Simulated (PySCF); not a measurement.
# Radial density of Ca (calcium, neutral)

UHF, [Ar] 4s2, closed-shell 1S. Computed with PySCF 2.14 in x2c-SVPall (5s3p2d, 24 functions), with the spin-free X2C one-electron Hamiltonian (Gaussian nucleus).

```json
{"r (bohr)": "0.00128", "4πr²ρ (e/bohr)": "0.1250"}
{"r (bohr)": "0.00216", "4πr²ρ (e/bohr)": "0.3420"}
{"r (bohr)": "0.00364", "4πr²ρ (e/bohr)": "0.8934"}
{"r (bohr)": "0.00611", "4πr²ρ (e/bohr)": "2.180"}
{"r (bohr)": "0.0103", "4πr²ρ (e/bohr)": "5.055"}
{"r (bohr)": "0.0173", "4πr²ρ (e/bohr)": "10.51"}
{"r (bohr)": "0.0291", "4πr²ρ (e/bohr)": "18.27"}
{"r (bohr)": "0.0489", "4πr²ρ (e/bohr)": "23.48"}
{"r (bohr)": "0.0823", "4πr²ρ (e/bohr)": "20.15"}
{"r (bohr)": "0.138", "4πr²ρ (e/bohr)": "17.44"}
{"r (bohr)": "0.233", "4πr²ρ (e/bohr)": "24.41"}
{"r (bohr)": "0.392", "4πr²ρ (e/bohr)": "16.41"}
{"r (bohr)": "0.659", "4πr²ρ (e/bohr)": "5.887"}
{"r (bohr)": "1.11", "4πr²ρ (e/bohr)": "7.548"}
{"r (bohr)": "1.86", "4πr²ρ (e/bohr)": "2.326"}
{"r (bohr)": "3.14", "4πr²ρ (e/bohr)": "0.6157"}
{"r (bohr)": "5.27", "4πr²ρ (e/bohr)": "0.3218"}
{"r (bohr)": "8.87", "4πr²ρ (e/bohr)": "0.01979"}
{"r (bohr)": "14.9", "4πr²ρ (e/bohr)": "6.512e-05"}
```

Densities and radii are taken from the X2C orbitals without a picture-change correction, which distorts them close to the nucleus.
